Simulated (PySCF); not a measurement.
## How methods differ on the electron affinity of Sc

Sc⁻ [Ar] 3d2 4s2 (3F) → Sc [Ar] 3d1 4s2 (2D), as a difference of total energies. Calculation: PySCF 2.14, in aug-cc-pVDZ; the non-relativistic Hamiltonian (point nucleus). Correlated levels: valence: [Ar] frozen. The calculations carry no spin-orbit coupling.

```csv
method,electron affinity (eV)
UHF,-1.181
MP2 (valence),-1.123
SCS-MP2 (valence),-1.329
CCSD (valence),-0.763
CCSD(T) (valence),-0.640
```

The configuration of this anion was assumed by filling the next shell in order. It is not the known or likely ground configuration (Ca⁻, Sr⁻ and Ba⁻, for instance, bind a p electron), so these values are not the electron affinity of the element.

A negative affinity means that the anion lies above the atom at that level of theory.

The coupled-cluster amplitudes are large for Sc⁻ (T1 above 0.03 or a double amplitude above 0.15), so a single reference is strained.
